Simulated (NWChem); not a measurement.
System: CH3BeF; SMILES [CH3][Be][F]

NWChem input:

```
start job
memory heap 200 mb stack 900 mb global 1100 mb
geometry units angstroms noautosym nocenter noautoz
  Be    -0.000367     0.147818    -0.000000
  F     -0.000771     1.538184     0.000005
  C      0.000069    -1.519711    -0.000004
  H      0.385660    -1.930458    -0.948821
  H     -1.014279    -1.930799     0.140561
  H      0.629126    -1.930381     0.808256
end
basis spherical
  * library def2-svpd
end
dft
  xc b3lyp
  iterations 150
end
property
  response 1 0.0
end
task dft property
```

NWChem printed, in part:

```
             Northwest Computational Chemistry Package (NWChem) 7.3.0
             --------------------------------------------------------

                             Geometry "geometry" -> ""
                             -------------------------

 Output coordinates in angstroms (scale by  1.889725989 to convert to a.u.)

  No.       Tag          Charge          X              Y              Z
 ---- ---------------- ---------- -------------- -------------- --------------
    1 Be                   4.0000    -0.00036700     0.14781800     0.00000000
    2 F                    9.0000    -0.00077100     1.53818400     0.00000500
    3 C                    6.0000     0.00006900    -1.51971100    -0.00000400
    4 H                    1.0000     0.38566000    -1.93045800    -0.94882100
    5 H                    1.0000    -1.01427900    -1.93079900     0.14056100
    6 H                    1.0000     0.62912600    -1.93038100     0.80825600

 Effective nuclear repulsion energy (a.u.)      46.8808557305

                              NWChem Property Module
                              ----------------------

                                 NWChem DFT Module
                                 -----------------

 Summary of "ao basis" -> "ao basis" (spherical)
 ------------------------------------------------------------------------------
       Tag                 Description            Shells   Functions and Types
 ---------------- ------------------------------  ------  ---------------------
 Be                        def2-svpd                 6       12   3s3p
 F                         def2-svpd                 9       23   4s3p2d
 C                         def2-svpd                 8       20   4s2p2d
 H                         def2-svpd                 4        8   2s2p

            General Information
            -------------------
          SCF calculation type: DFT
          Wavefunction type:  closed shell.
          No. of atoms     :     6
          No. of electrons :    22
           Alpha electrons :    11
            Beta electrons :    11
          Charge           :     0
          Spin multiplicity:     1
          Use of symmetry is: off; symmetry adaption is: off
          Maximum number of iterations: 150
          AO basis - number of functions:    79
                     number of shells:    35
          Convergence on energy requested:  1.00D-06
          Convergence on density requested:  1.00D-05
          Convergence on gradient requested:  5.00D-04

              XC Information
              --------------
                         B3LYP Method XC Potential
                     Hartree-Fock (Exact) Exchange  0.200
                        Slater Exchange Functional  0.800 local
                    Becke 1988 Exchange Functional  0.720 non-local
              Lee-Yang-Parr Correlation Functional  0.810
                  VWN I RPA Correlation Functional  0.190 local

             Grid Information
             ----------------
          Grid used for XC integration:  medium
          Radial quadrature: Mura-Knowles
          Angular quadrature: Lebedev.
          Tag              B.-S. Rad. Rad. Pts. Rad. Cut. Ang. Pts.
          ---              ---------- --------- --------- ---------
          Be                  1.05       49          10.0       434
          F                   0.50       49          11.0       434
          C                   0.70       49          11.0       434
          H                   0.35       45          11.0       434
          Grid pruning is: on
          Number of quadrature shells:   282
          Spatial weights used:  Erf1

      Superposition of Atomic Density Guess
      -------------------------------------

 Sum of atomic energies:        -152.97385305

      Non-variational initial energy
      ------------------------------

 Total energy =    -153.835298
 1-e energy   =    -301.838649
 2-e energy   =     101.122495
 HOMO         =      -0.435792
 LUMO         =      -0.019886

   convergence    iter        energy       DeltaE   RMS-Dens  Diis-err
 ---------------- ----- ----------------- --------- --------- ---------
 d= 0,ls=0.0,diis     1   -154.4236412240 -2.01D+02  1.71D-02  5.27D-01
 d= 0,ls=0.0,diis     2   -154.3431267805  8.05D-02  7.24D-03  1.74D+00
 d= 0,ls=0.0,diis     3   -154.4890897797 -1.46D-01  8.58D-04  4.21D-03
 d= 0,ls=0.0,diis     4   -154.4893038190 -2.14D-04  3.86D-04  1.44D-03
 d= 0,ls=0.0,diis     5   -154.4894842236 -1.80D-04  8.01D-05  6.63D-05
  Resetting Diis
 d= 0,ls=0.0,diis     6   -154.4894934495 -9.23D-06  1.77D-05  2.96D-07
 d= 0,ls=0.0,diis     7   -154.4894934834 -3.39D-08  2.44D-06  1.00D-08

         Total DFT energy =     -154.489493483441
      One electron energy =     -304.946809875040
           Coulomb energy =      123.484814679954
    Exchange-Corr. energy =      -19.908354018810
 Nuclear repulsion energy =       46.880855730455

 Numeric. integr. density =       21.999999300651

                       DFT Final Molecular Orbital Analysis
                       ------------------------------------

 Vector    9  Occ=2.000000D+00  E=-3.949370D-01
              MO Center=  1.8D-01, -1.5D+00,  1.2D-01, r^2= 2.0D+00
   Bfn.  Coefficient  Atom+Function         Bfn.  Coefficient  Atom+Function
  ----- ------------  ---------------      ----- ------------  ---------------
    42      0.365398  3 C  pz                72      0.349717  6 H  s
    56     -0.223506  4 H  s                 40      0.200580  3 C  px
    45      0.171408  3 C  pz                19      0.162214  2 F  pz
    64     -0.126215  5 H  s                 22     -0.113069  2 F  pz
    43      0.094093  3 C  px                17      0.089046  2 F  px

 Vector   10  Occ=2.000000D+00  E=-3.949359D-01
              MO Center= -1.8D-01, -1.5D+00, -1.2D-01, r^2= 2.0D+00
   Bfn.  Coefficient  Atom+Function         Bfn.  Coefficient  Atom+Function
  ----- ------------  ---------------      ----- ------------  ---------------
    40      0.365398  3 C  px                64     -0.330950  5 H  s
    56      0.274782  4 H  s                 42     -0.200581  3 C  pz
    43      0.171410  3 C  px                17      0.162210  2 F  px
    20     -0.113066  2 F  px                45     -0.094092  3 C  pz
    19     -0.089042  2 F  pz                22      0.062066  2 F  pz

 Vector   11  Occ=2.000000D+00  E=-3.232193D-01
              MO Center= -1.5D-05, -1.2D+00, -3.1D-06, r^2= 1.3D+00
   Bfn.  Coefficient  Atom+Function         Bfn.  Coefficient  Atom+Function
  ----- ------------  ---------------      ----- ------------  ---------------
    41      0.477298  3 C  py                 5      0.353551  1 Be py
     2      0.326997  1 Be s                 39     -0.188039  3 C  s
    44      0.173577  3 C  py                 1     -0.164053  1 Be s
    56     -0.118092  4 H  s                 64     -0.118100  5 H  s
    72     -0.118099  6 H  s                 16      0.104530  2 F  s

 Vector   12  Occ=0.000000D+00  E=-1.088709D-02
              MO Center= -4.5D-05, -3.4D-01,  3.5D-05, r^2= 7.5D+00
   Bfn.  Coefficient  Atom+Function         Bfn.  Coefficient  Atom+Function
  ----- ------------  ---------------      ----- ------------  ---------------
     3      1.603894  1 Be s                 16     -1.016992  2 F  s
     2      0.530748  1 Be s                  8      0.506295  1 Be py
    24      0.405409  2 F  py                11     -0.341497  1 Be py
    38      0.326499  3 C  s                 39      0.284537  3 C  s
    57     -0.277700  4 H  s                 65     -0.277708  5 H  s

 Vector   13  Occ=0.000000D+00  E= 7.324661D-03
              MO Center= -9.7D-05,  9.0D-02,  4.7D-02, r^2= 7.6D+00
   Bfn.  Coefficient  Atom+Function         Bfn.  Coefficient  Atom+Function
  ----- ------------  ---------------      ----- ------------  ---------------
    12      0.622210  1 Be pz                10     -0.409479  1 Be px
     6     -0.324125  1 Be pz                 4      0.213311  1 Be px
    19      0.149273  2 F  pz                56      0.134508  4 H  s
    22     -0.118522  2 F  pz                 9      0.115594  1 Be pz
    17     -0.098239  2 F  px                25     -0.097620  2 F  pz

 Vector   14  Occ=0.000000D+00  E= 7.325142D-03
              MO Center= -8.1D-04,  9.0D-02, -4.7D-02, r^2= 7.6D+00
   Bfn.  Coefficient  Atom+Function         Bfn.  Coefficient  Atom+Function
  ----- ------------  ---------------      ----- ------------  ---------------
    10      0.622215  1 Be px                12      0.409493  1 Be pz
     4     -0.324123  1 Be px                 6     -0.213309  1 Be pz
    17      0.149273  2 F  px                72     -0.129849  6 H  s
    20     -0.118521  2 F  px                 7      0.115595  1 Be px
    64      0.103122  5 H  s                 19      0.098238  2 F  pz

     Multipole analysis of the density
     ---------------------------------

     L   x y z        total         alpha         beta         nuclear
     -   - - -        -----         -----         ----         -------
     0   0 0 0     -0.000000    -11.000000    -11.000000     22.000000

     1   1 0 0      0.000171      0.007159      0.007159     -0.014146
     1   0 1 0     -0.535798      0.180888      0.180888     -0.897574
     1   0 0 1      0.000001     -0.000016     -0.000016      0.000032

     2   2 0 0    -12.262523     -8.940441     -8.940441      5.618359
     2   1 1 0      0.001719      0.022472      0.022472     -0.043224
     2   1 0 1      0.000009     -0.000003     -0.000003      0.000016
     2   0 2 0    -17.136259    -91.451896    -91.451896    165.767533
     2   0 1 1     -0.000006     -0.000231     -0.000231      0.000456
     2   0 0 2    -12.262513     -8.940428     -8.940428      5.618343

 *** CALLING NEW AORESP DRIVER FOR CLOSED AND OPEN SHELLS ***
 Entering AOResponse driver routine

--------------------------------------------------------------------------------

          -----------------------------------------------
          Solving response equations for perturbing field
          -----------------------------------------------

 number of frequencies:     1
 frequency in a.u.:  0.0000000E+00
 Perturbing field: electric
 Using El. Dipole Length Gauge

 Setting up CPKS with frequency omega =      0.00000000 a.u.

 STATIC response

                                NWChem CPHF Module
                                ------------------

  scftype          =     RHF
  nclosed          =       11
  nopen            =        0
  variables        =      748
  # of vectors     =        3
  tolerance        = 0.10D-03
  level shift      = 0.00D+00
  max iterations   =       50
  max subspace     =       30

 SCF residual:    1.5710434135819587E-004

Iterative solution of linear equations
  No. of variables      748
  No. of equations        3
  Maximum subspace       30
        Iterations       50
       Convergence  1.0D-04

   iter   nsub   residual    time
   ----  ------  --------  ---------
     1      3    1.33D+00       9.5
     2      6    1.81D+00      12.9
     3      9    5.80D-01      16.2
     4     12    3.03D-02      19.7
     5     15    7.94D-03      23.0
     6     18    2.10D-03      26.5
     7     21    3.37D-04      29.9
     8     24    9.41D-06      33.2

 Electric Dipole Response Matrix (nonzero elements):

              1        2        3
    1   25.9464  -0.0017  -0.0000
    2   -0.0017  32.5228   0.0000
    3   -0.0000   0.0000  25.9463

 ------------------------------------------
 average:        28.13848 + I       0.00000

 DFT Linear Response polarizability / au
 Frequency  =       0.0000000 / au
              X              Y              Z
 -----------------------------------------------
 X      25.9463715     -0.0016613     -0.0000197
 Y      -0.0016611     32.5227596      0.0000024
 Z      -0.0000197      0.0000022     25.9463169
 -----------------------------------------------
 Eigenvalues =      25.9463775     32.5227600     25.9463105
 Isotropic   =      28.1384827
 Anisotropic =       6.5764160
 -----------------------------------------------

 Magnetic Dipole Response Matrix (nonzero elements):

 Exiting AOResponse driver routine
```

Level: B3LYP/def2-SVPD. Geometry: optimised at PBE0/def2-SVP.
